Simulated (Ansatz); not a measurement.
Start from `[SiH3][N]([SiH3])[GeH3]` and change one atom or group to get `OBN([SiH3])[SiH3]`.

Ansatz, PBE0-D4/def2-TZVP geometries, multiplicity 1. Each molecule was computed in one conformer, which needn't be the lowest.

Scalar relativity is left out up to krypton.

```json
{"property": "size of the dipole moment (ωB97M-V/def2-TZVPP) / D", "`[SiH3][N]([SiH3])[GeH3]`": "0.84"}
{"property": "LUMO energy (PBE0/def2-TZVPP) / eV", "`[SiH3][N]([SiH3])[GeH3]`": "-0.36"}
{"property": "HOMO energy (PBE/def2-TZVPP) / eV", "`[SiH3][N]([SiH3])[GeH3]`": "-6.18"}
{"property": "HOMO–LUMO gap (ωB97M-V/def2-TZVPP) / eV", "`[SiH3][N]([SiH3])[GeH3]`": "11.09"}
{"property": "HOMO energy (PBE0/def2-TZVPP) / eV", "`[SiH3][N]([SiH3])[GeH3]`": "-7.46"}
{"property": "LUMO energy (PBE/def2-TZVPP) / eV", "`[SiH3][N]([SiH3])[GeH3]`": "-1.21"}
```

(1) What does the change do to each property? (Best estimate.)

Answers

(1) Computed: 
| property | `OBN([SiH3])[SiH3]` | shift |
| --- | --- | --- |
| size of the dipole moment (ωB97M-V/def2-TZVPP) / D | 1.36 | 0.52 |
| LUMO energy (PBE0/def2-TZVPP) / eV | 0.22 | 0.58 |
| HOMO energy (PBE/def2-TZVPP) / eV | -6.65 | -0.47 |
| HOMO–LUMO gap (ωB97M-V/def2-TZVPP) / eV | 12.02 | 0.93 |
| HOMO energy (PBE0/def2-TZVPP) / eV | -7.94 | -0.48 |
| LUMO energy (PBE/def2-TZVPP) / eV | -0.64 | 0.57 |

With PBE0 the HOMO falls by 0.48 eV and the LUMO rises by 0.58 eV, so the gap widens by about 1.06 eV. PBE moves the HOMO by -0.47 eV and ωB97M-V by -0.48 eV. Dipoles are sizes alone; their direction can turn.
